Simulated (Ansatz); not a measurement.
Ansatz (a quantum-chemistry and plane-wave program) input (BLYP/def2-TZVP):

Ansatz 0.2 input:
```yaml
crystal:
  periodic: [false, false, false]
  atoms:
    - {symbol: Ce, position_ang: [-0.05320464, 0.07495996, 0.17766313]}
    - {symbol: F, position_ang: [-1.42133946, -1.20810389, -0.39973548]}
    - {symbol: F, position_ang: [0.08259549, 1.54784235, -1.11214718]}
    - {symbol: F, position_ang: [1.68161829, -0.82281373, 0.36694250]}
basis:
  gaussian:
    orbitals: def2-TZVP
hamiltonian:
  xc: {name: BLYP}
total_charge: 1
output: {forces: true}
```

Output:

```
Functional definition: BLYP
integrals: 0.13 GiB planned
1230 factors; their error is unknown
mean field: 0.76 GiB planned
mean field evaluation 1: about -21040.7098 eV, gradient 1.6e2 eV
mean field evaluation 2: about -18389.5644 eV, gradient 1.5e3 eV
mean field evaluation 4: about -19176.7543 eV, gradient 1.3e3 eV
mean field evaluation 8: about -21078.1655 eV, gradient 1.1e-1 eV
mean field -21078.16557276 eV, -774.6082975051 hartree, gradient 8.9e-6 eV, S^2 0.000000; 0 other end points of the search recorded, 0 dependent functions left out
the calculation of the forces begins
reference -21078.16591408 eV, -774.6083100486 hartree; 28, 28 occupied and 158, 158 virtual orbitals, 1230 factors
Total energy: -21078.16591408 eV, -774.6083100486 hartree
Atom 0 at    -0.053205     0.074960     0.177663 Å, force    -0.203189     0.286310     0.678557 eV/Å
Atom 1 at    -1.421339    -1.208104    -0.399735 Å, force    -0.540779    -0.510354    -0.233358 eV/Å
Atom 2 at     0.082595     1.547842    -1.112147 Å, force     0.055160     0.581734    -0.515660 eV/Å
Atom 3 at     1.681618    -0.822814     0.366943 Å, force     0.688808    -0.357690     0.070461 eV/Å
Dipole moment:    -0.203327     0.286468     0.678959 e Å
```
